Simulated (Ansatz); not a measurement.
Input file for Ansatz (a quantum-chemistry and plane-wave program): U-PBE/def2-TZVPPD on NO (SMILES [N]=O). The basis file is the Basis Set Exchange's JSON of that set.

Ansatz 0.2 input:
```yaml
crystal:
  periodic: [false, false, false]
  atoms:
    - {symbol: N, position_ang: [-0.00000000, 0.00000000, -0.57246203]}
    - {symbol: O, position_ang: [0.00000000, -0.00000000, 0.57246203]}
basis:
  gaussian:
    orbitals: def2-TZVPPD.json
hamiltonian:
  xc: {name: PBE}
magnetization: {spin_polarized: true, initial_magnetization: 1}
```

Question: Give the final energy of this run.

Answer: -129.8166 hartree.
